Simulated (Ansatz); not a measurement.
`C=C[NH][GeH3]`, charge 0, multiplicity 1.

Task: Give a relaxed structure at PBE0-D4/def2-TZVP (the Gaussian-basis code of Ansatz). (An estimate is asked.)

Result: Ansatz gave: 
Z-matrix (Å, degrees):
```
Ge
N 1 1.840
H 1 1.534 2 106.4
H 1 1.543 2 112.4 3 120.4
H 1 1.535 2 106.4 3 -119.7
C 2 1.378 1 123.3 3 165.5
H 2 1.009 1 117.7 3 -40.0
C 6 1.334 2 126.9 1 159.0
H 6 1.088 2 113.8 1 -22.9
H 8 1.085 6 122.0 2 -2.2
H 8 1.081 6 120.2 2 176.9
```
This is one stationary point; other conformers may exist.
